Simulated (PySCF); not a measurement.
Substituent chemical shifts

Parent skeleton `[CH3:1][CH2:2][C:3](=[CH:4][F:5])[S:6][CH3:7]`; one hydrogen on atom 2 is replaced by X. Hydrogens on one atom are averaged.

- GFN2-xTB geometry
- NMR shieldings at PBE0/pcSseg-1/GIAO
- code: PySCF 2.14.0 with density-fitted response routines
- one computed conformer, non-relativistic, gas phase, one averaged value for each set of equivalent atoms

Referencing at the same level of theory: TMS for ¹³C (σ = 186.93 ppm) and ¹H (σ = 31.72 ppm); CFCl3 for ¹⁹F (σ = 170.95 ppm); ³³S (σ = 503.73 ppm) against CS2.

Parent (X = H): C1 19.9, C2 29.2, C3 131.1, C4 151.4, F5 -153.8, S6 5.6, C7 20.6, H(C1) 1.20, H(C2) 1.83 ppm. Effects are Δδ = δ(X) − δ(H), positive for deshielding.

Question: Order these by the shift of C1, most shielded first.
A. X = CH2OCH3
B. X = C(S)CH3
C. X = propynyl
D. X = COCH3
E. X = CH2OH

Answer: E (-3.8 ppm), D (-0.4 ppm), A (+1.6 ppm), C (+3.4 ppm), B (+5.9 ppm).

Unscaled 19F shifts against computed CFCl3 carry errors that often reach 10 to 50 ppm.
